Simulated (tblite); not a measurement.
Compound: C6H6OSi.
SMILES with atom numbers: `[CH3:1][C:2]#[C:3][Si@@H:4]1[CH:5]=[CH:6][C:7]1=[O:8]` (hydrogens: H9, H10, H11 on C1; H12 on Si4; H13 on C5; H14 on C6)

Computed with GFN2-xTB (tblite), gas phase: L-BFGS steps from a force-field or distance-geometry start until the largest atomic force falls under 0.01 eV/Å.

At the end of the run (lengths in Å): Si4–C7 1.954, Si4–H12 1.461, Si4–C5 1.908, C1–C2 1.443, C3–Si4 1.837, C5=C6 1.344, C6–C7 1.478, Si4–C7–O8 139.0°, C6–C7–O8 130.6°, C5–C6–C7 103.1°, Si4–C7–C6 90.4°, C3–Si4–C5–C6 -111°, Si4–C5–C6–C7 0°, C5–C6–C7–O8 180°, H12–Si4–C7–C6 -111°, H13–C5–Si4–C3 69°.

**Question.** These geometries were met on the way; a selection of coordinates is given. Order them by energy above the end point, lowest first.
A. Si4–C7 1.961, Si4–H12 1.461, Si4–C5 1.893, C1–C2 1.442, C3–Si4 1.833, C5=C6 1.344, C6–C7 1.486, Si4–C7–O8 140.2°, C6–C7–O8 130.1°, C5–C6–C7 103.0°, Si4–C7–C6 89.7°, C3–Si4–C5–C6 -111°, Si4–C5–C6–C7 0°, C5–C6–C7–O8 -179°, H12–Si4–C7–C6 -108°, H13–C5–Si4–C3 70°
B. Si4–C7 1.944, Si4–H12 1.465, Si4–C5 1.874, C1–C2 1.436, C3–Si4 1.841, C5=C6 1.342, C6–C7 1.494, Si4–C7–O8 138.5°, C6–C7–O8 131.5°, C5–C6–C7 101.7°, Si4–C7–C6 89.9°, C3–Si4–C5–C6 -111°, Si4–C5–C6–C7 0°, C5–C6–C7–O8 -179°, H12–Si4–C7–C6 -108°, H13–C5–Si4–C3 70°
C. Si4–C7 1.798, Si4–H12 1.504, Si4–C5 1.878, C1–C2 1.476, C3–Si4 1.867, C5=C6 1.369, C6–C7 1.496, Si4–C7–O8 129.6°, C6–C7–O8 135.8°, C5–C6–C7 97.9°, Si4–C7–C6 94.5°, C3–Si4–C5–C6 -116°, Si4–C5–C6–C7 0°, C5–C6–C7–O8 -179°, H12–Si4–C7–C6 -104°, H13–C5–Si4–C3 63°
D. Si4–C7 1.928, Si4–H12 1.458, Si4–C5 1.883, C1–C2 1.440, C3–Si4 1.842, C5=C6 1.358, C6–C7 1.497, Si4–C7–O8 134.1°, C6–C7–O8 134.5°, C5–C6–C7 100.4°, Si4–C7–C6 91.4°, C3–Si4–C5–C6 -112°, Si4–C5–C6–C7 0°, C5–C6–C7–O8 -179°, H12–Si4–C7–C6 -107°, H13–C5–Si4–C3 68°
E. Si4–C7 1.934, Si4–H12 1.444, Si4–C5 1.914, C1–C2 1.455, C3–Si4 1.831, C5=C6 1.341, C6–C7 1.493, Si4–C7–O8 129.6°, C6–C7–O8 138.6°, C5–C6–C7 101.1°, Si4–C7–C6 91.8°, C3–Si4–C5–C6 -112°, Si4–C5–C6–C7 0°, C5–C6–C7–O8 -179°, H12–Si4–C7–C6 -105°, H13–C5–Si4–C3 68°

**Answer.** A (0.030 eV), B (0.057 eV), D (0.104 eV), E (0.191 eV), C (0.497 eV).

```tsv
step	E above end (eV)	rms distance from the end, all atoms (Å)	largest force (eV/Å)	rms shift of all bonds from the end (Å)
7	0.030	0.067	0.369	0.005
5	0.057	0.074	0.624	0.011
4	0.104	0.086	0.890	0.012
2	0.191	0.097	1.126	0.010
0	0.497	0.110	4.326	0.047
```

Rows stand in the order of the answer.
